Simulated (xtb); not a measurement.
BiF3, triplet, from a rough starting geometry (GFN-xTB shapes and energies of metal compounds can be far from the true ones) (a higher spin typed on purpose: for a closed-shell molecule this is an excited state); GFN2-xTB (xtb).

The xtb input:
```
$ xtb mol.xyz --gfn 2 --uhf 2 --opt vtight --json

# file mol.xyz
4

Bi     0.02606431    -0.02175827     0.81558511
F     -1.36045662    -1.02700538    -0.29093205
F     -0.20717312     1.64642946    -0.25779306
F      1.58373318    -0.65462249    -0.31031312
```

What the program printed (banner, timings and long lists left out):

```
   ID    Z sym.   atoms
    1   83 Bi     1
    2    9 F      2-4

           -------------------------------------------------
          |                Calculation Setup                |
           -------------------------------------------------

           -------------------------------------------------
          |                 G F N 2 - x T B                 |
           -------------------------------------------------

          ...................................................
          :                      SETUP                      :
          :.................................................:
          :  # basis functions                  16          :
          :  # atomic orbitals                  16          :
          :  # shells                            8          :
          :  # electrons                        26          :
          :  max. iterations                   250          :
          :  Hamiltonian                  GFN2-xTB          :
          :  restarted?                      false          :
          :  GBSA solvation                  false          :
          :  PC potential                    false          :
          :  electronic temp.          300.0000000     K    :
          :  accuracy                    1.0000000          :
          :  -> integral cutoff          0.2500000E+02      :
          :  -> integral neglect         0.1000000E-07      :
          :  -> SCF convergence          0.1000000E-05 Eh   :
          :  -> wf. convergence          0.1000000E-03 e    :
          :  Broyden damping             0.4000000          :
          :  net charge                          0          :
          :  unpaired electrons                  2          :
          ...................................................

 iter      E             dE          RMSdq      gap      omega  full diag
   1    -16.2917001 -0.162917E+02  0.972E+00    0.16       0.0  T
   2    -16.2557921  0.359080E-01  0.146E+01    0.31       1.0  T
   3    -16.3060076 -0.502155E-01  0.709E+00    0.12       1.0  T
   4    -16.3121450 -0.613739E-02  0.101E+01    0.09       1.0  T
   5    -16.2505625  0.615825E-01  0.101E+01    0.11       1.0  T
   6    -16.3124346 -0.618721E-01  0.843E+00    0.20       1.0  T
   7    -16.3146690 -0.223442E-02  0.669E+00    0.13       1.0  T
   8    -16.3213940 -0.672501E-02  0.517E+00    0.09       1.0  T
   9    -16.3400199 -0.186259E-01  0.171E+00    0.01       1.0  T
[...]
 * total energy  :   -16.4931159 Eh     change       -0.2496959E-04 Eh
 * total energy  :   -16.4931231 Eh     change       -0.7197614E-05 Eh
 * total energy  :   -16.4931403 Eh     change       -0.1720262E-04 Eh
 * total energy  :   -16.4931422 Eh     change       -0.1876623E-05 Eh
 * total energy  :   -16.4931435 Eh     change       -0.1322605E-05 Eh
 * total energy  :   -16.4931457 Eh     change       -0.2161992E-05 Eh
 * total energy  :   -16.4931470 Eh     change       -0.1350809E-05 Eh
 * total energy  :   -16.4931477 Eh     change       -0.6401193E-06 Eh
 * total energy  :   -16.4931481 Eh     change       -0.4542282E-06 Eh
 * total energy  :   -16.4931484 Eh     change       -0.2414514E-06 Eh
 * total energy  :   -16.4931485 Eh     change       -0.1027879E-06 Eh
 * total energy  :   -16.4931485 Eh     change       -0.4580779E-07 Eh
   *** GEOMETRY OPTIMIZATION CONVERGED AFTER 41 ITERATIONS ***
         :: total energy             -16.493148503471 Eh    ::
[...]
        15                         -0.2357901              -6.4162 (LUMO)
        16                         -0.2354247              -6.4062
      -------------------------------------------------------------
                  HL-Gap            0.1300389 Eh            3.5385 eV
             Fermi-level           -0.3979922 Eh          -10.8299 eV

     #   Z          covCN         q      C6AA      α(0)
     1  83 Bi       2.076     0.997   458.703    42.070
     2   9 F        0.692    -0.332    12.712     4.210
     3   9 F        0.692    -0.332    12.712     4.210
     4   9 F        0.692    -0.332    12.712     4.210

 Mol. C6AA /au·bohr⁶  :        990.024904
 Mol. C8AA /au·bohr⁸  :      85500.518641
 Mol. α(0) /au        :         54.698897

Wiberg/Mayer (AO) data.
largest (>0.10) Wiberg bond orders for each atom

 ---------------------------------------------------------------------------
     #   Z sym  total        # sym  WBO       # sym  WBO       # sym  WBO
 ---------------------------------------------------------------------------
     1  83 Bi   1.567 --     2 F    0.524     4 F    0.522     3 F    0.521
     2   9 F    0.870 --     1 Bi   0.524     3 F    0.173     4 F    0.173
     3   9 F    0.868 --     1 Bi   0.521     4 F    0.174     2 F    0.173
     4   9 F    0.868 --     1 Bi   0.522     3 F    0.174     2 F    0.173
 ---------------------------------------------------------------------------

Topologies differ in total number of bonds
Writing topology from bond orders to xtbtopo.mol

molecular dipole:
                 x           y           z       tot (Debye)
 q only:        0.003       0.002      -0.000
   full:        0.004       0.003      -0.000       0.013
molecular quadrupole (traceless):
                xx          xy          yy          xz          yz          zz
 q only:       -4.368       0.020      -4.408       0.562      -0.331       8.776
  q+dip:       -5.172       0.019      -5.217       0.666      -0.392      10.389
   full:       -4.226       0.022      -4.267       0.544      -0.321       8.492

optimized geometry written to: xtbopt.xyz

           -------------------------------------------------
          | TOTAL ENERGY              -16.493148503471 Eh   |
          | GRADIENT NORM               0.000009231298 Eh/α |
          | HOMO-LUMO GAP               3.538538433393 eV   |
           -------------------------------------------------

normal termination of xtb
```
